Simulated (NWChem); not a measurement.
System: Br anion

All runs: NWChem. Sets without diffuse functions describe the anion's extra electron poorly. Static field.

Problem. Predict the results for Hartree-Fock/def2-TZVP. Quantities: isotropic polarisability (bohr³); anisotropy (bohr³).

Solution. 
- isotropic polarisability (bohr³) = 17.8
- anisotropy (bohr³) = 0.0
